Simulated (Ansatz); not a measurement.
Cost and result for the atomization energy of BH₉SSi₃, SMILES `BS[SiH2][SiH2][SiH3]` (14 atoms, 13 bonds).

Z-matrix (Å, degrees):
```
Si
S 1 2.164
Si 1 2.337 2 109.0
H 1 1.487 2 106.2 3 120.1
H 1 1.485 2 109.0 3 -122.5
B 2 1.773 1 100.0 3 73.4
Si 3 2.339 1 111.6 2 -54.4
H 3 1.491 1 109.6 2 -176.2
H 3 1.490 1 108.0 2 65.9
H 6 1.195 2 121.4 1 2.1
H 6 1.192 2 117.0 1 -178.8
H 7 1.487 3 110.2 1 58.6
H 7 1.488 3 109.7 1 178.1
H 7 1.486 3 110.3 1 -61.9
```

The species carries charge 0 and has multiplicity 1. The geometry is a stationary point of PBE0-D4/def2-TZVP. It is one conformer, not always the lowest. Program: Ansatz. All runs use 4 threads of a server CPU on a shared host. Times are those of one run each, without the atoms' runs, and a repeat can differ threefold. Electronic energies, without spin–orbit coupling; frozen cores. CCSD(T)/CBS adds CCSD(T) − MP2 in def2-TZVPP to the MP2 limit, and its time is that of the two runs behind it. T1 = 0.015. B3LYP takes the VWN-RPA correlation (the form of Gaussian; ORCA's B3LYP/G).

CCSD(T)/CBS is a level of theory with its own doubt, some kJ/mol a heavy atom from the limit and from the frozen cores, so smaller differences don't rank the functionals.

```
                            level  functions  wall time  atomization (kJ/mol)  difference from CCSD(T)/CBS  per bond
               BLYP-D4/def2-TZVPP        325      3.1 s                4230.9                        -49.9      -3.8
  PBE-D4/def2-TZVPP (with forces)        325      3.4 s                4265.4                        -15.4      -1.2
              BHLYP-D4/def2-TZVPP        325      5.5 s                4247.7                        -33.1      -2.5
               PBE0-D4/def2-TZVPP        325        6 s                4258.6                        -22.2      -1.7
          CAM-B3LYP-D4/def2-TZVPP        325        6 s                4286.7                          5.9       0.5
            r2SCANh-D4/def2-TZVPP        325        7 s                4291.4                         10.6       0.8
                 CCSD(T)/def2-SVP        131      7.5 s                4002.1                       -278.7     -21.4
B3LYP-D4/def2-TZVPP (with forces)        325      8.5 s                4284.2                          3.4       0.3
                B97M-V/def2-TZVPP        325      9.5 s                4333.0                         52.2       4.0
               ωB97X-V/def2-TZVPP        325       12 s                4328.0                         47.2       3.6
                   MP2/def2-QZVPP        607       32 s                4217.9                        -62.9      -4.8
               CCSD(T)/def2-TZVPP        325      9 min                4172.0                       -108.8      -8.4
                CCSD(T)/CBS(def2)          –    9.5 min                4280.8                          0.0       0.0
```

In def2-TZVPP, CCSD(T) changes the Hartree–Fock value by +887.2 kJ/mol (the triples alone add +46.4 kJ/mol) and MP2 by +868.9 kJ/mol; breaking electron pairs costs correlation energy, which Hartree–Fock lacks. From BLYP to BHLYP (50 % exact exchange), in def2-TZVPP and without D4, the atomization energy moves by +46.0 kJ/mol. The D4 term adds +66.7 kJ/mol with B3LYP and +35.8 kJ/mol with PBE0; it sums over pairs of atoms, weighted by their polarisabilities, and B3LYP, whose exchange is more repulsive, gets the larger term.
